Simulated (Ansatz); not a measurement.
Compare A (`CC#C[SiH2]C`) with its isomer B (`C=C1CC1[SiH3]`).

Calculated with Ansatz (gas phase, PBE0-D4/def2-TZVP geometries, no zero-point term in ΔE). CCSD(T)/CBS adds triple-zeta CCSD(T) − MP2 to the extrapolated MP2 energy (def2 sets, frozen cores). Functionals use def2-TZVPP.

A:

```xyz
13

C     0.046    2.970   -0.294
C    -0.187    1.568   -0.019
C    -0.384    0.397    0.212
Si   -0.665   -1.369    0.547
C     0.682   -2.410   -0.222
H    -0.875    3.461   -0.619
H     0.792    3.095   -1.082
H     0.407    3.487    0.599
H    -0.699   -1.574    2.020
H    -1.993   -1.753   -0.003
H     0.708   -2.266   -1.304
H     0.510   -3.470   -0.020
H     1.658   -2.136    0.184
```

B:

```xyz
13

C     0.695    0.575   -1.950
C     0.059   -0.071   -0.997
C    -0.324   -1.338   -0.399
C    -0.750    0.008    0.218
Si    0.044    0.567    1.805
H     0.702    1.658   -1.988
H     1.228    0.040   -2.729
H    -1.095   -1.928   -0.884
H     0.427   -1.923    0.125
H    -1.797    0.272    0.085
H     0.111    2.051    1.875
H     1.423    0.013    1.857
H    -0.722    0.077    2.983
```

Task: Which isomer does CCSD(T)/CBS put lower? Give the gap. (An estimate is asked.)

Result: Computed: A, by 105.8 kJ/mol.

Task: Give E(B) − E(A) in kJ/mol with HF/def2-TZVPP, ωB97M-V, B2PLYP, PBE0-D4, CCSD/def2-TZVPP, CCSD(T)/def2-TZVPP, PBE-D4. (An estimate is asked.)

Result: Computed: HF/def2-TZVPP 119.8, ωB97M-V 96.5, B2PLYP 111.3, PBE0-D4 80.9, CCSD/def2-TZVPP 105.2, CCSD(T)/def2-TZVPP 104.1, PBE-D4 81.5. None reverses the order clearly.

Largest T1 diagnostic: 0.011.

The D4 term adds −6.3 kJ/mol with B3LYP and −3.3 kJ/mol with PBE0; it sums over pairs of atoms, weighted by their polarisabilities, and B3LYP, whose exchange is more repulsive, gets the larger term. In def2-TZVPP, CCSD(T) changes the Hartree–Fock value by −15.7 kJ/mol (the triples alone add −1.1 kJ/mol) and MP2 by −10.5 kJ/mol.

B3LYP here is the variant with VWN-RPA as its local correlation; programs differ in this.
